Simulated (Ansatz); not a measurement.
A nudged elastic band was laid between two geometries of C2H7BClFSi (13 atoms, charge 0, multiplicity 1).

These are results of Ansatz 0.2.0, RKS PBE-D4/def2-SVP, not measurements.

```yaml
movable_images: 5
climbing_image: yes
spring: 5.0 eV/Å²
optimiser: quadratic models (default)
start_path: IDPP
force_threshold: 0.03 eV/Å
iteration_limit: 60
end_points: relaxed
```

First end point:

```xyz
13
Properties=species:S:1:pos:R:3
C -1.020 -0.189 -1.137
C -0.333 0.266 0.151
Si 0.821 -1.106 0.868
Cl -1.578 0.515 1.486
B 0.529 1.575 0.059
F 1.031 1.931 -1.128
H -0.265 -0.315 -1.940
H -1.554 -1.151 -1.005
H -1.756 0.566 -1.481
H -0.024 -2.325 1.102
H 1.448 -0.642 2.150
H 1.902 -1.421 -0.134
H 0.819 2.259 1.023
```

Last end point:

```xyz
13
Properties=species:S:1:pos:R:3
C -0.862 -0.276 -1.244
C -0.213 0.176 0.053
Si 0.830 -1.149 0.948
Cl -1.537 0.696 1.290
B 0.366 1.647 0.110
F 0.048 2.510 -0.861
H -0.062 -0.519 -1.976
H -1.484 -1.183 -1.109
H -1.489 0.523 -1.687
H -0.024 -2.358 1.212
H 1.368 -0.601 2.236
H 1.973 -1.536 0.046
H 1.106 2.034 0.997
```

(1) Which bonds break or form, and what moves?

(2) Give the energies along the band, and the barrier.

(3) What is the geometry of the highest image?

The band took 7 iterations and roughly 2.3 core-minutes.

## Answers

(1) No bond is made or broken. The dihedral Si3–C2–B5–F6 goes from 101 to 154°.

(2) It converged. The highest image is number 2 of 0 to 6, 0.001 eV above the first end and 0.028 eV above the last; the last end lies 0.027 eV below the first. The top lies less than 8 meV above the higher end, about what the thresholds resolve: that end is a shoulder or a very shallow well. A vibrational analysis at the climbing image gives no mode beyond 40i cm⁻¹: the surface is too flat there to confirm a saddle point.

| image | path coordinate (Å) | energy (eV) | dihedral Si3–C2–B5–F6 (°) |
| --- | --- | --- | --- |
| 0 | 0.00 | 0.000 | 101 |
| 1 | 0.22 | 0.001 | 109 |
| 2 | 0.43 | 0.001 | 118 |
| 3 | 0.67 | -0.002 | 127 |
| 4 | 0.91 | -0.010 | 136 |
| 5 | 1.15 | -0.021 | 146 |
| 6 | 1.39 | -0.027 | 154 |

(3) 
```xyz
13
Properties=species:S:1:pos:R:3
C -0.972 -0.217 -1.167
C -0.302 0.238 0.127
Si 0.821 -1.118 0.900
Cl -1.583 0.554 1.428
B 0.488 1.600 0.065
F 0.738 2.158 -1.122
H -0.199 -0.379 -1.948
H -1.532 -1.164 -1.033
H -1.676 0.551 -1.546
H -0.022 -2.340 1.130
H 1.411 -0.634 2.191
H 1.930 -1.446 -0.067
H 0.918 2.162 1.056
```

Time of the run: 72 s on 2 threads of Intel(R) Xeon(R) Platinum 8488C (Sapphire Rapids) (shared host), peak memory 0.2 GiB.
